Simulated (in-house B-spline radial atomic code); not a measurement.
How numerical settings move a run on Cd III (Cd2+), [Kr] 4d10. Computed with an all-electron radial atomic-structure program (B-spline basis): scalar-relativistic (X2C) SCAN, spherical fractional occupations, Fermi nucleus of rms radius 4.6087 fm.

Command:
```bash
python run_scf.py task.json out
```
Settings of the sound reference run:
```
Z                48
electrons        46
configuration    [Kr] 4d10
hamiltonian      x2c
method           scan,scan
spin_polarised   False
nucleus          fermi
rms_radius       4.6087
mass_number      114
atomic_mass      113.9034
speed_of_light   137.036
knot_spacing     0.22
spline_order     8
gauss_points     12
box_radius       22.22
max_iterations   70
damping          0.5
damped_steps     3
diis_vectors     10
tolerance        1e-08
start            Thomas-Fermi
```

Cost of the run: 0.3 s on 1 thread of Arm Neoverse V1 (shared host).

It converges in 9 iterations to -5593.484014 hartree, with 4d at -30.7186 eV. The other runs change the listed settings, some to values that make no sense; their results aren't properties of the atom or ion. Radii are in bohr (the nuclear one in fm), a minus after a letter asks for a j subshell, and «unchanged» means within 1e-8 hartree. The run stops when the residual is below 10 × tolerance × max(1, Z/10), or a noise floor if that is larger, and the energy moves by less than 1e-8 × √|E| hartree; so very loose and very tight tolerances often act alike.

| changed settings | outcome |
| --- | --- |
| gauss_points = 8 | converged in 9 iterations, energy +6.32e-05 hartree from the reference, 4d level -4.2e-04 eV |
| knot_spacing = 1, box_radius = 44.44, first_knot = 0.0208, max_iterations = 50, damped_steps = 30 | converged in 13 iterations, energy +7.00e+01 hartree from the reference, 4d level -2.4e+00 eV (the program warns: 4s reaches the box edge) |
| knot_spacing = 0.3 | converged in 9 iterations, energy +2.27e-03 hartree from the reference, 4d level -2.8e-05 eV |
| electrons = 47, configuration = [Kr] 4d10 5p-1, max_iterations = 60 | stopped with error: j subshells need the Dirac Hamiltonian and l > 0 |
| knot_spacing = 1.4 | converged in 7 iterations, energy +4.62e+01 hartree from the reference, 4d level -2.6e+00 eV (the program warns: 4d reaches the box edge; 2p reaches the box edge) |
| knot_spacing = 0.55 | converged in 9 iterations, energy +2.51e-01 hartree from the reference, 4d level -3.3e-03 eV |
| knot_spacing = 0.4 | converged in 9 iterations, energy +3.59e-03 hartree from the reference, 4d level -2.0e-05 eV |
| knot_spacing = 0.75 | converged in 8 iterations, energy +1.03e+01 hartree from the reference, 4d level -9.0e-01 eV (the program warns: 3s reaches the box edge; 3p reaches the box edge) |
| knot_spacing = 2, max_iterations = 100, damped_steps = 0 | converged in 5 iterations, energy +2.75e+02 hartree from the reference, 4d level -2.0e+01 eV (the program warns: 4d reaches the box edge; 2s reaches the box edge) |
| knot_spacing = 0.1 | converged in 9 iterations, energy -3.79e-03 hartree from the reference, 4d level -3.4e-04 eV |
| start = bare nucleus | converged in 9 iterations, energy unchanged |
| knot_spacing = 1 | converged in 8 iterations, energy +3.33e+01 hartree from the reference, 4d level -5.8e-01 eV (the program warns: 2s reaches the box edge; 2p reaches the box edge) |
| first_knot = 0.0625, max_iterations = 5, diis_vectors = 2, start = bare nucleus | not converged after 5 iterations, last residual 4.6e-05, last energy +4.34e+00 hartree from the reference |
| hamiltonian = dirac, method = revtpss,revtpss | stopped with error: meta-GGAs are not served with the Dirac Hamiltonian |
| knot_spacing = 0.15 | converged in 9 iterations, energy -1.61e-03 hartree from the reference, 4d level -7.4e-04 eV |
| gauss_points = 5 | converged in 9 iterations, energy +6.33e-04 hartree from the reference, 4d level +2.9e-04 eV |

(1) What happens with electrons = 49, configuration = [Kr] 4d10 5s3, max_iterations = 60?

(2) What happens with gauss_points = 4?

(3) What happens with gauss_points = 6?

(4) What happens with gauss_points = 3?

## Answers

(1) Stopped with error: shell 5s holds at most 2 electrons.

(2) Converged in 9 iterations, energy -2.22e-03 hartree from the reference, 4d level +7.6e-07 eV.

(3) Converged in 9 iterations, energy -2.81e-04 hartree from the reference, 4d level -1.2e-03 eV.

(4) Converged in 12 iterations, energy +4.59e+00 hartree from the reference, 4d level -1.7e-01 eV (the program warns: states collapsed into the nucleus by a negative tau potential were left out of the aufbau).
